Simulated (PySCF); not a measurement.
# What binds BiN: the parts of the energy along the bond

State: ¹Σ⁺, singlet, closed shell. RHF-based CCSD(T) in PySCF 2.14 with Bi cc-pwCVDZ-PP with ECP60, N aug-cc-pVDZ and Bi cc-pwCVTZ-PP with ECP60, N aug-cc-pVTZ (frozen core orbitals: 5; scalar-relativistic core potentials). Correlation energies are extrapolated as n⁻³ (n = 2, 3), Hartree–Fock as (n+1)·exp(−9√n). CV is the change on freezing 4 orbitals instead, in Bi cc-pwCVTZ-PP with ECP60, N cc-pwCVTZ. All energies in eV from Bi + N.

```json
{"R (Å)": "1.6756", "HF/CBS": "3.289", "CCSD corr.": "-4.328", "(T)": "-0.6105", "CV": "-0.0167", "total": "-1.667"}
{"R (Å)": "1.7518", "HF/CBS": "2.640", "CCSD corr.": "-4.453", "(T)": "-0.6708", "CV": "-0.0116", "total": "-2.495"}
{"R (Å)": "1.8279", "HF/CBS": "2.419", "CCSD corr.": "-4.598", "(T)": "-0.7369", "CV": "-0.0073", "total": "-2.923"}
{"R (Å)": "1.9041", "HF/CBS": "2.501", "CCSD corr.": "-4.761", "(T)": "-0.8089", "CV": "-0.0036", "total": "-3.072"}
{"R (Å)": "1.9802", "HF/CBS": "2.796", "CCSD corr.": "-4.937", "(T)": "-0.8865", "CV": "-0.0005", "total": "-3.028"}
{"R (Å)": "2.0754", "HF/CBS": "3.364", "CCSD corr.": "-5.174", "(T)": "-0.9916", "CV": "0.0030", "total": "-2.798"}
{"R (Å)": "2.1707", "HF/CBS": "4.068", "CCSD corr.": "-5.425", "(T)": "-1.1065", "CV": "0.0065", "total": "-2.457"}
```

A fit to the total gives Re = 1.9206 Å, De = 3.076 eV, ωe = 791.2 cm⁻¹, Be = 0.3482 cm⁻¹ (masses 208.9804 and 14.0031 u).

Question: At R = 1.9041 Å the CCSD correlation energy is -0.594583 hartree in the smaller basis and -0.756419 in the larger. Extrapolate it.

Answer: (3³·E3 − 2³·E2)/(3³ − 2³) = -0.82456 hartree; the larger basis holds 91.7 % of it.

The T1 diagnostic is 0.022, large enough to doubt a single reference. The open-shell atoms are computed with UHF. Spin–orbit coupling, excitations beyond (T) and corrections to the Born–Oppenheimer picture are left out, and spin–orbit coupling matters for open p, d or f shells this heavy.
